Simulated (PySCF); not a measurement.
C2H2N3, SMILES [c]1nc[nH]n1, multiplicity 2. Geometry: B3LYP-D3(BJ)/def2-SVP. The isomer is the one that the SMILES or the coordinates give; other isomers of the formula were not compared.

Task: Give the equilibrium geometry at B3LYP-D3(BJ)/def2-SVP (PySCF confirms it by a frequency run) as Cartesian coordinates in Å, and its point group. (The exact figures need the calculation; the answer reports its results.)

Result: point group Cs.
```xyz
7

C      1.1542     0.0004     0.0000
N      0.4803    -1.1190     0.0000
N     -0.7953    -0.6424     0.0000
C     -0.7863     0.7121     0.0000
N      0.4675     1.1449     0.0000
H     -1.5847    -1.2806     0.0000
H     -1.6904     1.3211     0.0000
```
Charge 0, spin multiplicity 2.
